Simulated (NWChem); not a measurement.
Species: BeNH3; SMILES [NH2][BeH]

Program: NWChem. Pople sets run with spherical d functions. Coordinates come from a PBE0/def2-SVP optimisation. Core excitations by TDA in a window of 1s orbitals, non-relativistic and unshifted: absolute energies depend strongly on the exact-exchange share.

For level N K edge, BHandHLYP/6-311G**:

```
Item                                       Value
----------------------------------------  ------
first 1s excitation (eV)                   398.8
dipole oscillator strength of the first   0.0043
first state with f > 0.002 (eV)            398.8
dipole oscillator strength of that state  0.0043
```

### Question
How do the values read with level N K edge, PBE0/def2-TZVP instead?

### Answer
| Item | Result |
|---|---|
| first 1s excitation (eV) | 388.7 |
| dipole oscillator strength of the first | 0.0003 |
| first state with f > 0.002 (eV) | 389.3 |
| dipole oscillator strength of that state | 0.0158 |
